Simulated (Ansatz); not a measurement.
Frontier orbitals of `C[O][W](=[NH])(=[NH])[OH]`.

The species carries charge 0 and has multiplicity 1. Correlated methods include outer-core shells of W, which these sets cover unevenly. W: def2 effective core potential. All single points use the PBE0-D4/def2-TZVP geometry. It is one conformer, not always the lowest. Basis def2-TZVPP, Ansatz.

A caution on the coupled-cluster cation, which keeps the state that its UHF reference found: large T1 diagnostic of the cation; spin contamination of the cation.

Orbital energies of one run (eV). Highest occupied ones, from the top: -5.93, -6.37, -6.51, -6.97, -7.20, -7.89, -8.62, -8.86, -10.72, -11.06, -11.15, -11.47, -11.85, -12.35. Empty: -1.23, -0.99, -0.50, -0.32, -0.09, 0.31.

Problem. Which functional gave them?
A. ωB97M-V
B. LC-ωPBE
C. HSE06 (plane-wave form)
D. revPBE

Solution. D. HOMO energies: revPBE -5.93, ωB97M-V -9.63, HSE06 -6.97, LC-ωPBE -10.05 eV.

LC-ωPBE has ω = 0.4 bohr⁻¹.
